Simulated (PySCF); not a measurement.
Structure elucidation problem

An unknown has the formula C$_{6}$H$_{10}$Cl$_{2}$Si. Its calculated NMR data are:

¹H NMR (400 MHz, computed): δ 5.67 (br s, 1H), 5.47 (br s, 1H), 5.44 (s, 1H), 2.94 (m, 1H), 2.90 (m, 1H), 2.37 (s, 3H), 1.31 (m, 1H), 1.12 (m, 1H).

¹³C{¹H} NMR (computed): δ 151.5 (C), 126.7 (CH2), 91.8 (CH), 43.8 (C), 32.7 (CH3), 18.3 (CH2).

- NMR shieldings at PBE0/pcSseg-1/GIAO
- geometry: GFN2-xTB
- run in PySCF 2.14
- non-relativistic Hamiltonian, a single conformation, no solvent, equivalent nuclei averaged

Shifts are taken against calculated references (same method and geometry level): TMS for ¹H (σref 31.72), ¹³C (σref 186.93).

Deduce the structure.

## Answers


- Rings plus π bonds: 2 (1 ring in the answer).
- 6 carbon signals for 6 carbons: no two carbons are equivalent.
- Carbon types of the structure: 2 × C, 1 × CH, 2 × CH2, 1 × CH3, leaving 2 H on heteroatoms.
- δC 151.5: fully substituted alkene carbon; the olefinic region.
- δC 126.7: terminal =CH2 carbon; the olefinic region.
- δC 91.8: sp3 CH bonded to 2 Cl; 2 electronegative neighbours deshield it.
- δH 5.67, 5.47: hydrogen on a terminal =CH2 carbon; attached to an sp2 carbon and in the plane of the double bond.
- δH 5.44: hydrogen on an sp3 CH bonded to 2 Cl; its carbon carries Cl, which withdraws density.
- δH 2.37: hydrogen on an allylic methyl carbon; allylic position.
- δH 1.31, 1.12: hydrogen on a three-membered-ring carbon; cyclopropane-type protons are shielded by the ring.

The compound is SMILES C([C@]1(C(=C)C)C[SiH2]1)(Cl)Cl.

This is the structure that produced the data.

Carbons that carry Cl, above all several Cl atoms, come out too deshielded, partly because spin–orbit coupling is missing. Shifts are as computed. Against solution values, carbons near 30 ppm lie about +3 ppm off and those near 130 ppm about +5 ppm; carbons on Cl a further +6 ppm. Of 1309 compounds with measured shifts, 239 miss one by over three times the rms of a fit or turn the order of signals round; such compounds aren't used in these exercises. Multiplicities follow the n + 1 count of equivalent neighbours, as no J values were calculated; m marks all less simple cases, F and P coupling included.
